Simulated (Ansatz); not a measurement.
Be₄⁺. Total charge 1; doublet. Geometry B3LYP/def2-TZVP, that of the neutral singlet; atoms count from 1.

```xyz
4

Be    0.6542   -0.9097   -0.5609
Be   -1.0936    0.1536   -0.5919
Be    0.6517    1.0694   -0.0417
Be   -0.2122   -0.3133    1.1945
```

The structure comes from a short search, and lower isomers may exist.

Question: Estimate the Mulliken populations from the PBE0/def2-TZVP orbitals of Ansatz.

Answer: 
```
atom  charge (e)  spin (α − β)
 Be1        0.25          0.25
 Be2        0.25          0.25
 Be3        0.25          0.25
 Be4        0.25          0.25
```
Mulliken values depend strongly on the basis.

Question: Where does the spin sit?

Answer: Summed by element: Be 1.00, of 1 unpaired in all. Largest on single atoms: Be2 0.25, Be1 0.25, Be4 0.25.

Question: And the Mayer bond orders between heavy atoms (over 0.3)?

Answer: Be1–Be2 0.80 (2.05 Å); Be1–Be3 0.80 (2.05 Å); Be1–Be4 0.74 (2.05 Å); Be2–Be3 0.74 (2.05 Å); Be2–Be4 0.80 (2.05 Å); Be3–Be4 0.80 (2.05 Å).
